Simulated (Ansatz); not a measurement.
Two members of one family (Series SiCl2X2), computed with Ansatz in the gas phase. The two geometries come from different levels. Binding counts from free atoms in the multiplicity of their measured ground term, without zero-point energy. A dash marks a value that wasn't run or was left out as unsound. The structures are stationary points that may keep the symmetry of their start. Remarks come from the PBE and PBE0 runs and from stability tests at other levels; not every state was tested. HOMO above LUMO (over both spins in singlets and doublets, within one spin in higher multiplets; at PBE or PBE0), or a gap under 0.15 eV within one spin, warns that the state may not be the lowest or that an electron is smeared out.

First: Si(OH)2Cl2 (singlet, charge 0, r2SCAN-D4/def2-SVP geometry).

```tsv
atom	x (Å)	y (Å)	z (Å)
Si1	-0.002	0.001	-0.108
O2	-1.181	-0.535	0.888
H3	-1.791	-1.195	0.536
O4	1.214	0.513	0.856
H5	1.810	1.182	0.499
Cl6	-0.640	1.553	-1.305
Cl7	0.589	-1.519	-1.367
```

```
               level  HOMO (eV)  LUMO (eV)  gap (eV)  vertical IE (eV)  binding per atom (eV)
     PBE-D4/def2-SVP      -7.41      -0.35      7.06                 –                   3.97
    PBE-D4/def2-TZVP      -7.69      -0.84      6.85             10.71                   4.03
    PBE0-D4/def2-SVP      -9.01       0.63      9.63                 –                   3.86
   PBE0-D4/def2-TZVP      -9.19       0.14      9.32             11.36                   3.93
r2SCAN0-D4/def2-TZVP      -9.44       0.49      9.94                 –                   3.89
```

Remarks: gap within one spin near zero at PBE or PBE0 (+1 doublet).

Second: Si(NH2)2Cl2 (singlet, charge 0, PBE-D4/def2-SVP geometry).

```xyz
9

Si    0.186    0.395   -0.114
N    -1.478   -0.002   -0.245
H    -1.978   -0.303    0.595
H    -2.073    0.558   -0.859
N     1.021   -0.963    0.522
H     0.959   -1.855    0.024
H     1.944   -0.827    0.939
Cl    0.691    1.967    1.166
Cl    0.727    1.030   -2.028
```

Question: Estimate the same table for the second.

Answer: 
| level | HOMO (eV) | LUMO (eV) | gap (eV) | vertical IE (eV) | binding per atom (eV) |
| --- | --- | --- | --- | --- | --- |
| PBE-D4/def2-SVP | -6.28 | 0.11 | 6.39 | – | 3.67 |
| PBE-D4/def2-TZVP | -6.59 | -0.47 | 6.12 | 9.46 | 3.70 |
| PBE0-D4/def2-SVP | -7.85 | 1.06 | 8.91 | – | 3.59 |
| PBE0-D4/def2-TZVP | -8.06 | 0.45 | 8.51 | 10.03 | 3.63 |
| r2SCAN0-D4/def2-TZVP | -8.30 | 0.82 | 9.12 | – | 3.56 |

Remarks: gap within one spin near zero at PBE or PBE0 (+1 doublet).
